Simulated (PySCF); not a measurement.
Job file and geometry (Å, from GFN2-xTB) of an NMR shielding run on `CNc1ccsc1[SiH3]`, C$_{5}$H$_{9}$NSSi, GIAO PBE0/pcSseg-1 NMR shielding, non-relativistic, gas phase (PySCF 2.14.0, density-fitted response routines); density fitting, a coarse starting grid and PySCF grid level 2 are the driver's defaults:

```
$ OMP_NUM_THREADS=1 python probes_run.py task.json out

{"job": {"kind": "nmr", "xc": "PBE0", "basis": "pcSseg-1"}, "charge": 0, "multiplicity": 1}
C     -0.838332     2.227529    -0.385902
N      0.018572     1.070123    -0.497922
C     -0.315854    -0.116476     0.125555
C     -1.651152    -0.525196     0.396530
C     -1.717614    -1.770853     0.927738
S     -0.170229    -2.484162     1.113277
C      0.618322    -1.066264     0.476465
Si     2.476287    -1.012461     0.314298
H     -0.410565     3.032886    -0.980584
H     -1.822116     1.991295    -0.790329
H     -0.959479     2.578670     0.647662
H      1.004306     1.281399    -0.425337
H     -2.520536     0.076523     0.203293
H     -2.591493    -2.318985     1.220049
H      2.959129     0.257192     0.880891
H      3.038658    -2.137711     1.053842
H      2.875096    -1.071480    -1.096157
```

Problem. Write the output of this run.

Solution. 
```
coarse grid: 15320 points
cycle   1  E = -937.6614019955  dE =  1.229e+00  |g| = 3.678e-01  |ddm| = 4.030e+00
cycle   2  E = -937.6490923075  dE =  1.231e-02  |g| = 4.256e-01  |ddm| = 8.527e-01
cycle   3  E = -937.6942770851  dE = -4.518e-02  |g| = 9.478e-02  |ddm| = 5.507e-01
cycle   4  E = -937.6964883052  dE = -2.211e-03  |g| = 3.826e-02  |ddm| = 1.551e-01
cycle   5  E = -937.6968472187  dE = -3.589e-04  |g| = 9.543e-03  |ddm| = 4.198e-02
cycle   6  E = -937.6968676216  dE = -2.040e-05  |g| = 3.795e-03  |ddm| = 1.353e-02
cycle   7  E = -937.6968709290  dE = -3.307e-06  |g| = 1.039e-03  |ddm| = 4.503e-03
final grid: 139056 points
cycle   8  E = -937.7444926246  dE = -2.865e-05  |g| = 9.072e-03  |ddm| = 3.913e-02
cycle   9  E = -937.7444691265  dE =  2.350e-05  |g| = 1.284e-02  |ddm| = 2.315e-02
cycle  10  E = -937.7445125382  dE = -4.341e-05  |g| = 1.805e-03  |ddm| = 1.630e-02
cycle  11  E = -937.7445134290  dE = -8.908e-07  |g| = 3.591e-04  |ddm| = 2.355e-03
cycle  12  E = -937.7445134577  dE = -2.870e-08  |g| = 1.068e-04  |ddm| = 3.830e-04
cycle  13  E = -937.7445134602  dE = -2.508e-09  |g| = 3.511e-05  |ddm| = 1.229e-04
cycle  14  E = -937.7445134604  dE = -2.799e-10  |g| = 1.202e-05  |ddm| = 4.955e-05
converged SCF energy = -937.7445134604

GIAO shielding tensors (ppm)
atom      isotropic    diamagn.    paramagn.     s11        s22        s33       span
  0 C      152.213     244.700     -92.487    129.757    142.367    184.514     54.757
  1 N      192.777     326.260    -133.483    144.575    187.751    246.005    101.429
  2 C       24.693     250.808    -226.115    -50.009     12.009    112.080    162.088
  3 C       67.562     252.455    -184.893    -12.747     59.390    156.041    168.788
  4 C       44.673     261.642    -216.969    -47.413     34.632    146.800    194.214
  5 S      277.686    1057.119    -779.433    111.442    356.212    365.404    253.961
  6 C       86.924     261.806    -174.882     28.396     84.177    148.199    119.803
  7 Si     439.257     881.081    -441.824    418.495    427.140    472.136     53.641
  8 H       28.648      28.286       0.362     23.741     26.782     35.420     11.679
  9 H       28.441      29.830      -1.389     23.885     26.952     34.487     10.602
 10 H       28.748      29.106      -0.358     24.364     26.400     35.478     11.114
 11 H       28.407      37.143      -8.735     18.056     31.271     35.894     17.838
 12 H       24.896      32.217      -7.320     20.615     25.520     28.554      7.939
 13 H       24.342      30.604      -6.262     21.791     23.864     27.371      5.581
 14 H       27.222      29.844      -2.622     23.401     25.970     32.295      8.894
 15 H       27.373      28.822      -1.448     22.883     26.683     32.554      9.671
 16 H       27.177      29.185      -2.008     23.656     24.824     33.051      9.395
```

Problem. Turn these shieldings into chemical shifts. Referencing at the same level of theory: 13C (186.93 ppm) and 29Si (349.16 ppm) and 1H (31.72 ppm) vs TMS; 15N (267.73 ppm) vs NH3; 33S (503.73 ppm) vs CS2.

Solution. Averaging equivalent atoms: C 2: 162.2; C 4: 142.3; C 3: 119.4; C 6: 100.0; C 0: 34.7; N 1: 75.0; S 5: 226; Si 7: -90.1; H 13: 7.38; H 12: 6.82; H 14/15/16: 4.46; H 11: 3.31; H 8/9/10: 3.10 ppm. Experimental scales use liquid or dissolved standards, which lie at an offset from isolated NH3 (liquid NH3: subtract about 20 ppm).

Size and cost of the density-fitted run: 195 basis functions, 43 s wall time on 1 thread of an Arm Neoverse V1, shared host; peak memory 0.86 GiB.
